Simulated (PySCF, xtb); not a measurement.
Si(H)(F)(Br)(Me) (CH4BrFSi), SMILES F[SiH](C)Br.

GFN2-xTB run with xtb at its own geometry gives an orbital gap of 6.18 eV and a dipole moment of 5.18 D.

Coordinates come from a PBE0-D3(BJ)/def2-SVP optimisation.

What does PBE/def2-TZVP in PySCF give? (The exact figures need the calculation; the answer reports its results.)

gap 6.76 eV (levels -7.22 and -0.46 eV), dipole 2.09 D.
